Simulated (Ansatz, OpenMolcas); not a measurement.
From Ansatz to OpenMolcas

Ansatz 0.2.0 runs this on BSiH4OF (SMILES FBO[SiH3]):

molecule.yaml:
```yaml
crystal:
  periodic: [false, false, false]
  atoms:
    - {symbol: F, position_ang: [-1.599400, -1.699200, 1.426100]}
    - {symbol: B, position_ang: [-0.685400, -0.787600, 1.133000]}
    - {symbol: O, position_ang: [-0.487500, -0.477100, -0.157600]}
    - {symbol: Si, position_ang: [0.521000, 0.572800, -0.945400]}
    - {symbol: H, position_ang: [-0.075300, -0.278500, 2.029800]}
    - {symbol: H, position_ang: [-0.317100, 1.531000, -1.702400]}
    - {symbol: H, position_ang: [1.370700, 1.295700, 0.034600]}
    - {symbol: H, position_ang: [1.365000, -0.214300, -1.873700]}
basis:
  gaussian: {orbitals: 6-311+G_st__st_-spherical.json}
accuracy: high
output: {orbitals: {seedname: orbitals}}
hamiltonian: {xc: {name: PBE}}
```

```bash
$ ansatz run molecule.yaml --threads 1 --pin off --max-ram 3480MiB --events-out events.jsonl --progress --plain --runs-dir runs
```

(Basis files named in the input come from the Basis Set Exchange and aren't shown.)

The coordinates come from a PBE0-D4/def2-TZVP relaxation. This is one conformer, not always the lowest.

It gives a total energy of -491.635611 Eh.

Task: Write the same calculation for OpenMolcas 26.06 as an input file of the program's own, asking for the gradient.

Result: This input was run:

test.input:
```
&gateway
 baslib = $CurrDir
 basisset
 F.6-311pGss....
 F1 -1.599400 -1.699200 1.426100 angstrom
 End of Basis
 basisset
 B.6-311pGss....
 B2 -0.685400 -0.787600 1.133000 angstrom
 End of Basis
 basisset
 O.6-311pGss....
 O3 -0.487500 -0.477100 -0.157600 angstrom
 End of Basis
 basisset
 Si.6-311pGss....
 Si4 0.521000 0.572800 -0.945400 angstrom
 End of Basis
 basisset
 H.6-311pGss....
 H5 -0.075300 -0.278500 2.029800 angstrom
 H6 -0.317100 1.531000 -1.702400 angstrom
 H7 1.370700 1.295700 0.034600 angstrom
 H8 1.365000 -0.214300 -1.873700 angstrom
 End of Basis

&seward
 gridinput
 Grid=UltraFine
 End of Grid

&scf
 ksdft = PBE
 thresholds = 1e-10 1e-07 1e-07 1e-05
 prorbitals = 1 2

&alaska
```

```bash
$ export MOLCAS_MEM=1860
$ pymolcas test.input > test.log
```

(Basis files named in the input come from the Basis Set Exchange and aren't shown.)

Its energy is -491.635611 Eh, the same as the first but for the last digit, at most.
